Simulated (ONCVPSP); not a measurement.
**Configuration tests for magnesium (ONCV)**

```
Element                 : Mg
Generator               : ONCVPSP 4.0.1
Type                    : optimised norm-conserving Vanderbilt (ONCV)
Functional              : LDA (Perdew-Zunger)
Relativity              : scalar-relativistic
Frozen core             : [He]
Valence charge          : 10
Reference configuration : 2s2 2p6 3s2
Partial waves           : 2s+3s: rc 1.15 bohr, ncon 3, nbas 7, qcut 9.4 1/bohr, 2 projectors; 2p: rc 0.60 bohr, ncon 4, nbas 8, qcut 12.4 1/bohr, 2 projectors, debl 3.3 Ha
Local potential         : polynomial inside 0.60 bohr (lpopt 5, dvloc0 0 Ha)
Core correction         : Teter function, fcfact 5.75, rcfact 1.2
```

Energies are relative to the spin-unpolarised reference configuration 2s2 2p6 3s2; without spin polarisation the order of configurations can differ from experiment.

Problem. Give the all-electron excitation energy and the error of the potential for: 2s2 2p6 3s1; 2s2 2p6 3s0; 2s2 2p6 3s1.5; 2s2 2p6 3s0 3p1.

Solution.

```json
{"valence configuration": "2s2 2p6 3s1", "charge": "+1", "ΔE all-electron (eV)": "8.074", "error AE − PS (meV)": "-0.1"}
{"valence configuration": "2s2 2p6 3s0", "charge": "+2", "ΔE all-electron (eV)": "23.122", "error AE − PS (meV)": "-0.7"}
{"valence configuration": "2s2 2p6 3s1.5", "charge": "+0.5", "ΔE all-electron (eV)": "3.192", "error AE − PS (meV)": "0.0"}
{"valence configuration": "2s2 2p6 3s0 3p1", "charge": "+1", "ΔE all-electron (eV)": "12.465", "error AE − PS (meV)": "+0.1"}
```
